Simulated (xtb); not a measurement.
A run for xtb: GFN1-xTB on C2H8OS (a complex), monomers drawn apart or pushed together.

```
$ xtb mol.xyz --gfn 1 --sp --chrg 0 --uhf 0
12

C     -0.28957576    -0.54513013     0.09042057
O     -0.19981900     0.76840916     0.63523847
H     -1.26774162    -0.73014181    -0.36514962
H     -0.15096621    -1.23493985     0.92131817
H      0.49238356    -0.73348848    -0.65194804
H     -0.27796781     1.41031733    -0.07700710
C     -1.16477393    -0.05100739     4.83674876
S      0.61708328    -0.41031845     4.70048033
H     -1.68170380    -0.30306757     3.91376053
H     -1.54867685    -0.67185650     5.64447865
H     -1.33575450     0.99516709     5.08139650
H      0.82970710     0.34540673     3.60977948
```

The head of its log:

```
[...]
           -------------------------------------------------
          |                Calculation Setup                |
           -------------------------------------------------



molecular fragmentation (1/2 indicates fragments):
111111222222
# atoms in fragment 1/2:     6     6
 fragment masses (1/2) :       32.04       48.11
CMA distance (Bohr)    :   8.327
constraining FC (au)   :  0.0500

           -------------------------------------------------
          |                 G F N 1 - x T B                 |
           -------------------------------------------------

        Reference                      10.1021/acs.jctc.7b00118
      * Hamiltonian:
        H0-scaling (s, p, d)           1.850000    2.250000    2.000000
        zeta-weighting                 0.000000
      * Dispersion:
        s8                             2.400000
        a1                             0.630000
        a2                             5.000000
        s9                             0.000000
      * Repulsion:
        kExp                           1.500000
        rExp                           1.000000
      * Coulomb:
        alpha                          2.000000
        third order                    atomic
        anisotropic                    false
      * Halogen bond correction:
        rad-scale                      1.300000
        damping                        0.440000


          ...................................................
          :                      SETUP                      :
          :.................................................:
          :  # basis functions                  38          :
          :  # atomic orbitals                  37          :
          :  # shells                           25          :
          :  # electrons                        28          :
          :  # halogen bonds                     0          :
          :  max. iterations                   250          :
          :  Hamiltonian                  GFN1-xTB          :
          :  restarted?                      false          :
          :  GBSA solvation                  false          :
          :  PC potential                    false          :
          :  electronic temp.          300.0000000     K    :
          :  accuracy                    1.0000000          :
          :  -> integral cutoff          0.2500000E+02      :
          :  -> integral neglect         0.1000000E-07      :
          :  -> SCF convergence          0.1000000E-05 Eh   :
          :  -> wf. convergence          0.2000000E-04 e    :
          :  Broyden damping             0.4000000          :
          :  net charge                          0          :
          :  unpaired electrons                  0          :
          ...................................................

 iter      E             dE          RMSdq      gap      omega  full diag
   1    -17.0396843 -0.170397E+02  0.610E+00    5.64       0.0  T
   2    -17.0578429 -0.181586E-01  0.367E+00    5.68       1.0  T
```

**Question.** Predict the final total energy.

**Answer.** -16.9213 hartree.
